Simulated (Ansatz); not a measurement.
Q: Name a neutral molecule of Al, N, O, Si and H with HOMO–LUMO gap (ωB97M-V/def2-TZVPP) between 11.45 and 11.75 eV and LUMO energy (PBE/def2-TZVPP) between -1.40 and -1.10 eV (Ansatz, PBE0-D4/def2-TZVP geometry).

A: `[OH][Al-]([OH])([OH])[NH2+][SiH3]` (11.67 eV, -1.17 eV). Other molecules can fit too; these were computed, each in one conformer that needn't be the lowest.
